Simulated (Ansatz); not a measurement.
These are frozen-core CCSD(T)/cc-pVTZ // PBE0-D3(BJ)/def2-TZVP in Ansatz (an electronic-structure program) values and carry that method's errors. The geometry is that of the parent before the electron was removed.

Ansatz 0.2 input:
```yaml
crystal:
  periodic: [false, false, false]
  atoms:
    - { symbol: C, position_ang: [-0.787329, 1.371497, -0.558591] }
    - { symbol: B, position_ang: [-0.181632, 0.035333, -0.028047] }
    - { symbol: C, position_ang: [-1.111424, -1.121402, 0.456088] }
    - { symbol: Si, position_ang: [1.829323, -0.230468, 0.078433] }
    - { symbol: H, position_ang: [-0.217345, 1.846298, -1.360588] }
    - { symbol: H, position_ang: [-1.843555, 1.312792, -0.836155] }
    - { symbol: H, position_ang: [-0.725579, 2.070579, 0.292012] }
    - { symbol: H, position_ang: [-2.097373, -0.786863, 0.791992] }
    - { symbol: H, position_ang: [-0.680995, -1.803587, 1.192117] }
    - { symbol: H, position_ang: [-1.288144, -1.727625, -0.448002] }
    - { symbol: H, position_ang: [2.25216, -0.165408, 1.5104] }
    - { symbol: H, position_ang: [2.630278, 0.780601, -0.669327] }
    - { symbol: H, position_ang: [2.221613, -1.581747, -0.420331] }
basis:
  gaussian: { orbitals: cc-pVTZ }
correlation:
  method: ccsd_t
total_charge: 1
magnetization:
  spin_polarized: true
  initial_magnetization: 1
```

Output:

```
Functional definition: HF
1392 factors; integrals over basis functions are off by at most 1.1e-3 eV
mean field evaluation 1: about -10724.3496 eV, gradient 3.0e1 eV
mean field evaluation 2: about -10724.3523 eV, gradient 3.0e1 eV
mean field evaluation 4: about -10729.3340 eV, gradient 2.8e0 eV
mean field evaluation 8: about -10729.4416 eV, gradient 1.5e-1 eV
mean field evaluation 16: about -10729.4268 eV, gradient 6.5e-1 eV
mean field evaluation 32: about -10727.1622 eV, gradient 4.3e-1 eV
mean field evaluation 64: about -10726.3236 eV, gradient 1.8e-1 eV
mean field evaluation 96: about -10727.0098 eV, gradient 8.6e-3 eV
mean field -10729.44238121 eV, -394.2997348323 hartree, gradient 3.3e-6 eV, S^2 0.759079; 3 other end points of the search recorded, 0 dependent functions left out
determinant -10729.44238121 eV, -394.2997348323 hartree, with singles and doubles -10746.66170412 eV, -394.9325332775 hartree
determinant -10727.14323100 eV, -394.2152426204 hartree, with singles and doubles -10744.40589157 eV, -394.8496336953 hartree
determinant -10726.32327813 eV, -394.1851099084 hartree, with singles and doubles -10744.22584496 eV, -394.8430171044 hartree
8 core orbitals not correlated
reference -10729.44238121 eV, -394.2997348323 hartree; 12, 11 occupied and 230, 231 virtual orbitals, 1392 factors
second order -15.21115262 eV of doubles, -0.00000000 eV of singles
cycle   1  -16.86159354 eV  change    -1.3e0 eV  update   2.8e-2
cycle   2  -16.89557354 eV  change   -3.4e-2 eV  update   6.4e-3
cycle   3  -16.89692426 eV  change   -1.4e-3 eV  update   2.6e-3
cycle   4  -16.89866471 eV  change   -1.7e-3 eV  update   9.8e-4
cycle   5  -16.89909666 eV  change   -4.3e-4 eV  update   5.0e-4
cycle   6  -16.89933071 eV  change   -2.3e-4 eV  update   2.1e-4
cycle   7  -16.89943846 eV  change   -1.1e-4 eV  update   9.8e-5
cycle   8  -16.89943608 eV  change    2.4e-6 eV  update   3.8e-5
cycle   9  -16.89941101 eV  change    2.5e-5 eV  update   1.9e-5
perturbative correction -0.64162607 eV, -0.0235793231 hartree
Total energy: -10746.98341829 eV, -394.9443560551 hartree
```

Cost: around 40 core-minutes (rough).
